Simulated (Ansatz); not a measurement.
The cluster Sr2S2⁺, relaxed as a doublet with UKS r2SCAN-D4/def2-TZVP in Ansatz, starting from the GFN1-xTB geometry. Force threshold 0.02 eV/Å.

In the def2 sets Sr takes a core potential; there is no spin–orbit coupling. The relaxation made no stability test and no search for a lower SCF solution. The structure comes from a short search, and lower isomers may exist.

Start:

Cartesian coordinates in Å:
```
Sr 1.433 1.489 -0.119
Sr -1.450 -1.470 0.146
S -0.951 0.832 -1.059
S 0.968 -0.850 1.032
```

| step | energy (eV) | largest force component (eV/Å) | SCF passes |
| --- | --- | --- | --- |
| 1 | -23341.2880 | 0.437 | 21 |
| 2 (rejected) | -23341.2281 | 0.688 | 29 |
| 3 | -23341.3126 | 0.077 | 23 |
| 4 | -23341.3145 | 0.017 | 26 |

Force components are those of the run's own axes.

End:

```tsv
atom	x (Å)	y (Å)	z (Å)
Sr1	1.4873	1.5309	-0.1332
Sr2	-1.4912	-1.5265	0.1403
S3	-0.9331	0.8176	-1.0225
S4	0.9370	-0.8220	1.0154
```

By distances, no bond broke or formed. The bond that changes most is Sr1–S3, from 2.64 to 2.68 Å (atoms count from 1).

No frequencies were taken in this run, so the end may be a saddle point.

Run time 16 s (4 threads of Arm Neoverse V2 on a shared host).
